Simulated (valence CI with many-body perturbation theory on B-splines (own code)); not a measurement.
**Te XIII: M1 decay**

Computed by valence CI with perturbative core correlation (CI+MBPT): four valence electrons over a frozen Dirac-Fock core [Kr], a basis of 9 s, 9 p, 10 d, 8 f, 5 g, 3 h, 1 i functions for each j, with the one-electron correlation potential Σ1 (screened to all orders), the two-electron term Σ2, the three-electron term Σ3, Breit, model QED; selected single and double excitations, second order for the rest, scaled by the run's own slope (own B-spline code, finite nucleus).

No measured levels were compared; by estimate terms of the open shell hold to 2 to 4 % of their energy, and close levels can change places. Core correlation moves these levels by up to 6700 cm⁻¹, and in measured spectra 5 to 20 % of such shifts remained as error; rates that hang on mixing are uncertain with them. The list stops below the first excitations out of the core. Only levels of the ground parity were solved; by the run's estimate the other parity begins above the list, which can be wrong where configurations are misplaced.

Lines 51 to 100 of 120 in falling wavelength, among levels below 57.481 eV, chosen from the decays that carry over 1 % of a level's rate. Wavelengths and rates use the calculated energies, so an error of 2000 cm⁻¹ moves a line at 4467 Å by 8.9 % and its rate by three times that or more. S is in atomic units (e²a₀⁴ for E2 and M2, e²a₀⁶ for E3), for M1 in squared Bohr magnetons. Weak lines are less certain than strong ones. Lines between different terms over intervals too small for the method are left out, as are lines whose strength nearly cancels. Where a level lies close to another of its J and parity, the split of strength between their lines is uncertain.

Names give the largest LS component (configuration and term), which can be under half, so a name can repeat, a term be missing and a line seem to break the LS rules; names also repeat where a configuration has a term twice. Letters in brackets count levels of one name in rising energy.

```tsv
λ vac (Å)	Upper	Lower	Type	A (s⁻¹)	S (a.u.)
4467	4d⁴ ³H_5	4d⁴ ⁵D_4	M1	4.93e+00	1.79e-01
4243	4d⁴ ¹G_4 [a]	4d⁴ ³G_4	M1	3.99e+01	1.02e+00
4128	4d⁴ ¹D_2 [a]	4d⁴ ³P_2 [a]	M1	2.39e+01	3.11e-01
3960	4d⁴ ³P_2 [c]	4d⁴ ³P_2 [b]	M1	3.32e+01	3.83e-01
3941	4d⁴ ¹F_3	4d⁴ ³F_3 [a]	M1	3.65e+00	5.80e-02
3898	4d⁴ ³G_5	4d⁴ ³H_4	M1	8.91e-01	2.15e-02
3894	4d⁴ ³G_3	4d⁴ ⁵D_3	M1	4.39e+01	6.73e-01
3747	4d⁴ ³P_0 [a]	4d⁴ ⁵D_1	M1	2.90e+02	5.66e-01
3633	4d⁴ ¹F_3	4d⁴ ³F_4 [a]	M1	7.77e+00	9.66e-02
3608	4d⁴ ¹F_3	4d⁴ ³P_2 [a]	M1	2.24e+01	2.73e-01
3562	4d⁴ ³F_2 [a]	4d⁴ ⁵D_3	M1	1.67e+00	1.40e-02
3337	4d⁴ ³G_4	4d⁴ ⁵D_4	M1	2.71e+01	3.35e-01
3309	4d⁴ ³G_3	4d⁴ ⁵D_2	M1	2.45e+01	2.31e-01
3283	4d⁴ ³F_2 [b]	4d⁴ ³D_1	M1	4.15e+01	2.72e-01
3219	4d⁴ ¹F_3	4d⁴ ³G_4	M1	1.55e+01	1.34e-01
3210	4d⁴ ¹G_4 [a]	4d⁴ ³H_5	M1	1.73e+01	1.91e-01
3167	4d⁴ ¹S_0 [a]	4d⁴ ³P_1 [a]	M1	2.61e+02	3.07e-01
3158	4d⁴ ¹G_4 [a]	4d⁴ ³G_3	M1	3.79e+00	3.98e-02
3143	4d⁴ ³F_2 [b]	4d⁴ ³P_2 [b]	M1	4.06e+01	2.34e-01
3116	4d⁴ ³D_1	4d⁴ ³P_0 [a]	M1	7.43e+01	2.50e-01
3071	4d⁴ ³F_4 [b]	4d⁴ ³G_5	M1	3.19e+01	3.08e-01
3070	4d⁴ ³P_1 [a]	4d⁴ ⁵D_2	M1	1.82e+02	5.85e-01
3066	4d⁴ ³F_2 [a]	4d⁴ ⁵D_2	M1	5.10e+01	2.72e-01
3004	4d⁴ ¹D_2 [a]	4d⁴ ³F_2 [a]	M1	1.84e+01	9.27e-02
3001	4d⁴ ¹D_2 [a]	4d⁴ ³P_1 [a]	M1	1.85e+01	9.26e-02
2984	4d⁴ ³F_4 [a]	4d⁴ ⁵D_4	M1	4.12e+01	3.65e-01
2960	4d⁴ ³G_4	4d⁴ ⁵D_3	M1	8.26e+00	7.15e-02
2908	4d⁴ ³F_4 [b]	4d⁴ ³D_3	M1	7.78e+01	6.39e-01
2804	4d⁴ ³F_3 [a]	4d⁴ ⁵D_4	M1	3.66e+01	2.09e-01
2803	4d⁴ ¹D_2 [a]	4d⁴ ³G_3	M1	4.86e+01	1.98e-01
2704	4d⁴ ³F_2 [b]	4d⁴ ³D_3	M1	6.50e+00	2.38e-02
2693	4d⁴ ³P_2 [a]	4d⁴ ⁵D_3	M1	1.55e+01	5.61e-02
2679	4d⁴ ³F_4 [a]	4d⁴ ⁵D_3	M1	2.89e+01	1.85e-01
2666	4d⁴ ³F_4 [b]	4d⁴ ³F_3 [a]	M1	1.20e+01	7.57e-02
2651	4d⁴ ³F_2 [a]	4d⁴ ⁵D_1	M1	5.36e+01	1.85e-01
2592	4d⁴ ¹G_4 [a]	4d⁴ ³H_4	M1	1.10e+01	6.42e-02
2578	4d⁴ ³D_3	4d⁴ ⁵D_4	M1	2.88e+01	1.28e-01
2553	4d⁴ ¹F_3	4d⁴ ³G_3	M1	2.69e+01	1.16e-01
2533	4d⁴ ³F_3 [a]	4d⁴ ⁵D_3	M1	2.06e+01	8.69e-02
2521	4d⁴ ³F_4 [b]	4d⁴ ³F_4 [a]	M1	2.47e+01	1.32e-01
2493	4d⁴ ³F_2 [b]	4d⁴ ³F_3 [a]	M1	1.12e+02	3.22e-01
2462	4d⁴ ³G_5	4d⁴ ⁵D_4	M1	4.98e+00	3.03e-02
2355	4d⁴ ³F_2 [b]	4d⁴ ³P_2 [a]	M1	1.50e+01	3.63e-02
2347	4d⁴ ³D_3	4d⁴ ⁵D_3	M1	3.48e+01	1.17e-01
2314	4d⁴ ³F_4 [b]	4d⁴ ³G_4	M1	9.66e+01	4.00e-01
2272	4d⁴ ³F_3 [a]	4d⁴ ⁵D_2	M1	4.46e+00	1.36e-02
2222	4d⁴ ³P_2 [c]	4d⁴ ³P_1 [a]	M1	3.20e+01	6.52e-02
2170	4d⁴ ¹F_3	4d⁴ ³H_4	M1	1.97e+01	5.24e-02
2138	4d⁴ ³P_2 [a]	4d⁴ ⁵D_1	M1	1.09e+01	1.97e-02
2121	4d⁴ ³D_3	4d⁴ ⁵D_2	M1	5.27e+01	1.31e-01
```
